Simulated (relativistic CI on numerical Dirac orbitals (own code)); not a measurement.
## One change at a time: Nb31+

Base calculation: Dirac-Coulomb-Breit CI, orbitals from a KLI potential per configuration, a model potential for QED, unscaled Slater integrals.

CI space (outside the closed core 1s2): 2s2 2p6, 2s2 2p5 3s, 2s2 2p5 3p, 2s2 2p5 3d, 2s 2p6 3s, 2s 2p6 3p, 2s 2p6 3d, 2s2 2p5 4s, 2s2 2p5 4p, 2s2 2p5 4d, 2s2 2p5 4f, 2s 2p6 4s, 2s 2p6 4p, 2s2 2p4 3s2, 2s 2p6 4d, 2s 2p6 4f, 2s2 2p5 5s, 2s2 2p5 5p, 2s2 2p4 3s 3p, 2s2 2p5 5d, 2s2 2p5 5f, 2s2 2p5 5g, 2s2 2p4 3p2, 2s2 2p4 3s 3d, 2s2 2p4 3p 3d, 2s 2p5 3s2, 2s2 2p4 3d2, 2s 2p5 3s 3p, 2s 2p6 5s, 2s 2p6 5p, 2s 2p5 3p2, 2s 2p5 3s 3d, 2s 2p6 5d, 2s 2p6 5f, 2s 2p6 5g, 2s 2p5 3p 3d. Levels of other configurations are missing.

Variants: (1) Breit term removed; (2) non-relativistic limit. Shifts of the energy above 2s2 2p6 1S_0, in eV, for the lowest level and the first level of each name with at least 55 % of one term (blank where a level changes its place among those of its configuration and J or its character, or is not in the variant):

| Level | Base | Δ(1) | Δ(2) |
| --- | --- | --- | --- |
| 2s2 2p6 1S_0 | 0.00 | 0.00 | 0.00 |
| 2s2 2p5 3s 3P°_2 | 2245.93 | +2.77 | +31.83 |
| 2s2 2p5 3s 1P°_1 | 2249.77 | +2.71 |  |
| 2s2 2p5 3p 3D_3 | 2333.65 | +2.84 | +3.41 |
| 2s2 2p5 3p 1P_1 | 2333.85 | +2.70 |  |
| 2s2 2p5 3p 3P_2 | 2339.37 | +2.59 |  |
| 2s2 2p5 3s 3P°_0 | 2344.24 | +4.29 | -66.49 |
| 2s2 2p5 3s 3P°_1 | 2346.07 | +4.44 |  |
| 2s2 2p5 3p 3P_0 | 2360.87 | +2.48 | -18.01 |
| 2s2 2p5 3p 3D_1 | 2407.73 | +4.01 |  |
| 2s2 2p5 3d 3P°_0 | 2409.60 | +2.41 | +1.62 |
| 2s2 2p5 3d 3P°_1 | 2412.80 | +2.78 | -1.58 |
| 2s2 2p5 3d 3F°_3 | 2416.73 | +3.16 | -0.31 |
| 2s2 2p5 3d 3F°_4 | 2419.27 | +3.42 | -2.85 |
| 2s2 2p5 3d 1D°_2 | 2422.59 | +3.07 |  |
| 2s2 2p5 3d 3D°_3 | 2426.89 | +3.16 |  |
| 2s2 2p5 3p 1S_0 | 2432.45 | +3.58 | -50.60 |
| 2s2 2p5 3d 3F°_2 | 2514.39 | +4.67 |  |
| 2s 2p6 3s 3S_1 | 2563.02 | +2.38 | -79.04 |
| 2s 2p6 3s 1S_0 | 2575.76 | +2.22 | -80.24 |
| 2s 2p6 3p 3P°_0 | 2626.72 | +1.67 | -82.81 |
| 2s 2p6 3p 3P°_1 | 2627.99 | +1.88 | -84.08 |

At this charge energies of transitions that change n are usually good to better than 1 %, and those within a shell (Δn = 0) to a few per cent.

Ionisation energy from the two ground configurations alone: base 4014.57 eV; Breit term removed 4018.07 eV. The NIST ASD value (semi-empirical) is 4020.1 eV.

LS names give the leading component of a level, which can be under half, so a name can repeat, a term be missing and a line seem to break the LS rules.
